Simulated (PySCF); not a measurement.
The scaffold SiH2Cl-X carries different groups X. Gas-phase values, no solvent. One relaxed conformer stands for each flexible species; it need not be the lowest. Strings in code marks are SMILES.

These are PBE0-D4/def2-TZVP (PySCF) values and carry that method's errors. All candidates: neutral, multiplicity 1. Delta-SCF ions had no search for a lower state. 

The LUMO is -1.03 eV and the HOMO–LUMO gap comes out as 7.12 eV. The vertical ionisation energy (Delta-SCF) is 10.29 eV.

Say which member has these values.
A) `O=C(O)[SiH2]Cl` (Si–C–O–H torsion -180°, O–C–Si–Cl torsion 179°)
B) `C=C[SiH2]Cl` (C–C–Si–Cl torsion 119°)
C) `[AlH2][SiH2]Cl`
D) `[SiH3]O[SiH2]Cl` (Si–O–Si–Cl torsion 41°)

A, `O=C(O)[SiH2]Cl` (Si–C–O–H torsion -180°, O–C–Si–Cl torsion 179°). The others give `[SiH3]O[SiH2]Cl` (Si–O–Si–Cl torsion 41°): -0.12 eV, 8.68 eV, 10.76 eV; `C=C[SiH2]Cl` (C–C–Si–Cl torsion 119°): -0.92 eV, 7.45 eV, 10.43 eV; `[AlH2][SiH2]Cl`: -2.33 eV, 5.24 eV, 9.56 eV
